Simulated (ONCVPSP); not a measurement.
## Building the ONCV potential for cobalt (Co) (PBE, fully relativistic).

| Quantity | Value |
| --- | --- |
| Element | Co |
| Generator | ONCVPSP 4.0.1 |
| Type | optimised norm-conserving Vanderbilt (ONCV) |
| Functional | PBE |
| Relativity | fully relativistic |
| Frozen core | [Ar] |
| Valence charge | 9 |
| Reference configuration | 3d7 4s2 |
| Partial waves | 4s: rc 2.25 bohr, ncon 3, nbas 6, qcut 3.2 1/bohr, 2 projectors, debl 0.9 Ha; p scattering state at 0.46 Ha: rc 2.05 bohr, ncon 4, nbas 7, qcut 3.2 1/bohr, 2 projectors, debl 0.4 Ha; 3d: rc 1.30 bohr, ncon 3, nbas 8, qcut 13.5 1/bohr, 3 projectors, debl 3.6 Ha |
| Local potential | polynomial inside 1.10 bohr (lpopt 5, dvloc0 6 Ha) |
| Core correction | Teter function, fcfact 5.5, rcfact 1.75 |

Open shells are filled in proportion to 2j + 1.

Calculated quality:

```
Cutoffs needed             : 63 Ha and 72 Ha (the cutoffs (Ha) at which the residual kinetic energy of the hardest occupied pseudo-wave falls to 1 and 0.1 mHa per electron)
Ghost test                 : no bound ghost flagged; GHOST(+) flagged for s at 48.5 eV, p3/2 at 88.7 eV
Largest excitation error   : -950 meV (all-electron minus pseudo) for 3d6 4s0, out of 4 test configurations
rms error of d²Exc/dni dnj : 12.59 mHa without and 3.85 mHa with the model core
```

Generation and tests took about 7.7 s on one core of a shared server CPU.
